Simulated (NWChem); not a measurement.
# BHCl$_{2}$; SMILES ClBCl

Program: NWChem. Pople sets run with spherical d functions. B3LYP is NWChem's, with the RPA form of VWN correlation. Each level has its own optimisation; frequencies are unscaled.

```
level                r B–H (Å)  r B–Cl (Å)  highest harmonic frequency (cm⁻¹)  lowest (cm⁻¹)  zero-point energy (kcal/mol)  dipole (D)
-------------------  ---------  ----------  ---------------------------------  -------------  ----------------------------  ----------
Hartree-Fock/STO-3G      1.163       1.765                               3283            318                          11.0        1.38
PBE/def2-SVP             1.209       1.749                               2622            287                           9.1        0.21
B3LYP/3-21G              1.180       1.778                               2798            289                           9.3        0.90
Hartree-Fock/6-31G*      1.176       1.745                               2871            311                           9.9        0.93
PBE0/def2-SVP              [?]       1.739                                [?]            [?]                           9.4         [?]
```

Q: What belongs in the gaps?

A: 
- PBE0/def2-SVP, r B–H (Å): 1.200
- PBE0/def2-SVP, highest harmonic frequency (cm⁻¹): 2704
- PBE0/def2-SVP, lowest (cm⁻¹): 295
- PBE0/def2-SVP, dipole (D): 0.37
